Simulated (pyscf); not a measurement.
# `[NH2][GaH][O][SiH3]`, singlet

Gas-phase minimum from PySCF at ωB97X-D3(BJ)/def2-SVP, one conformer. 

SMILES: [NH2][GaH][O][SiH3]
```xyz
10

N      1.3571     1.5576    -0.4960
Ga     1.0279    -0.1311     0.0490
O     -0.4832    -0.8474    -0.5871
Si    -1.7338    -0.3650    -1.5443
H      2.1772     2.0910    -0.2345
H      0.7553     2.0717    -1.1291
H      1.9134    -0.9788     0.9909
H     -2.9528    -0.0802    -0.7293
H     -2.0661    -1.4257    -2.5393
H     -1.3868     0.8850    -2.2983
```
Charge 0, spin multiplicity 1.

Bonds (Å): N1–Ga2 1.805, N1–H5 1.013, N1–H6 1.014, Ga2–O3 1.789, Ga2–H7 1.546, O3–Si4 1.647, Si4–H8 1.494, Si4–H9 1.492, Si4–H10 1.500. Bond angles (°): Ga2–N1–H5 124.2, Ga2–N1–H6 123.7, H5–N1–H6 112.0, N1–Ga2–O3 114.9, N1–Ga2–H7 126.3, O3–Ga2–H7 118.7, Ga2–O3–Si4 136.9, O3–Si4–H8 111.0, O3–Si4–H9 110.4, O3–Si4–H10 111.1, H8–Si4–H9 108.5, H8–Si4–H10 107.7, H9–Si4–H10 108.0.

Properties at ωB97X-D3(BJ)/def2-SVP:

| Item | Result |
|---|---|
| Harmonic wavenumbers, unscaled | 31, 73, 86, 201, 289, 379, 520, 522, 590, 732, 745, 747, 765, 969, 974, 1021, 1038, 1529, 2085, 2206, 2242, 2257, 3632, 3736 cm⁻¹ |
| Zero-point energy | 39.1 kcal/mol |
| Rotational symmetry number | 1 |
| Entropy of this conformer at 298 K and 1 atm, rigid rotor and harmonic oscillator, modes under 100 cm⁻¹ raised to 100 | 358.4 J/(mol K) |
| Dipole moment | 2.24 D |

Single-point totals, which compare only within one level:

```
level                   total energy (hartree)
----------------------  ----------------------
ωB97X-D3(BJ)/def2-TZVP             -2348.10766
PBE/def2-TZVP                      -2347.47980
r²SCAN/def2-TZVP                   -2347.97681
B3LYP-D3(BJ)/def2-TZVP             -2348.17330
PBE0-D3(BJ)/def2-TZVP              -2347.56135
M06-2X/def2-TZVP                   -2348.00479
ωB97M-D3(BJ)/def2-TZVP             -2348.18192
```

The lowest mode is so soft that the shape along it may change with the basis. Soft torsions are taken as harmonic, which can shift the entropy by several J/(mol K). Elements up to Kr have no core potential and no relativistic terms here.
